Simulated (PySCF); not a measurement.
A structure optimised at PBE0-D3(BJ)/def2-SVP, used in a PySCF frequency run:

```xyz
9

Si     0.3607    -0.7962     0.2157
F      0.7564    -1.7801    -1.0260
As    -1.9746    -0.4393     0.1436
As     1.5870     1.2028    -0.0730
H      0.6847    -1.5287     1.4759
H     -1.8738     0.4430     1.3863
H     -1.8319     0.7564    -0.7933
H      1.0979     1.6957     1.2866
H      2.8557     0.6061     0.5303
```

Task: Write its SMILES and formula.

Result: F[SiH]([AsH2])[AsH2], As₂FH₅Si

Task: What are its rotational constants (standard atomic weights)?

Result: 3.2352, 0.82694, 0.69129 GHz
